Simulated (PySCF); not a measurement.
Species: C6H9ClSi.
Numbering: `[CH2:1]=[C:2]1[CH2:3][Si@H:4]1[C:5]1([Cl:6])[CH2:7][CH2:8]1`

Cartesian coordinates in Å at the GFN2-xTB level; atoms count from 1:
```
atom  x, y, z in Å
C1     2.4180    0.6225    1.0183
C2     1.6083    0.5038   -0.0095
C3     1.6047   -0.2372   -1.3268
Si4    0.0683    0.8313   -0.9975
C5    -1.4949   -0.0556   -0.4250
Cl6   -2.6900   -0.1907   -1.7366
C7    -1.4598   -1.1899    0.5538
C8    -2.0595    0.1200    0.9533
H9     3.3645    0.1006    1.0613
H10    2.1817    1.2448    1.8672
H11    2.3509    0.0828   -2.0424
H12    1.5669   -1.3181   -1.2653
H13   -0.1934    2.0637   -1.7161
H14   -2.1247   -2.0248    0.3904
H15   -0.4996   -1.4663    0.9638
H16   -3.1324    0.1747    1.0603
H17   -1.5160    0.7506    1.6409
```

Definitions: NICS(0) = −σiso at the ring centroid; NICS(1) = −σiso and NICS(1)zz = −σzz at ±1 Å along the ring normal z. Level: GIAO PBE0/pcSseg-1 (PySCF, non-relativistic, gas phase) on the GFN2-xTB geometry, one conformer.

Rings: 1. C2–C3–Si4; 2. C5–C7–C8.

```tsv
set	NICS(0)	NICS(1), two faces	NICS(1)zz, two faces
P	-13.3	-6.7 / -6.9	-12.3 / -13.7
Q	-43.4	-7.5 / -10.0	-19.8 / -25.8
```

**Question.** Which set (ppm) belongs to which ring?

**Answer.** P = 1, Q = 2.
- 1 (3-membered ring with Si; formal bonds all single): mean NICS(1)zz -13.0 ppm, shielded. C3, Si4 have four or more neighbours, and the NICS criterion for π rings isn't applied.
- 2 (3-membered carbocycle; formal bonds all single): mean NICS(1)zz -22.8 ppm, shielded. C5, C7, C8 have four or more neighbours, and the NICS criterion for π rings isn't applied.

**Question.** How do the rings differ in shape?

**Answer.** 
| ring | bond lengths (Å) | rms pucker (Å) | HOMA | nearest outside atom to a NICS(1) probe (Å) |
| --- | --- | --- | --- | --- |
| 1 | 1.511, 1.900, 1.859 | 0.00 | – | hydrogen 1.57 |
| 2 | 1.499, 1.495, 1.500 | 0.00 | – | hydrogen 1.45 |
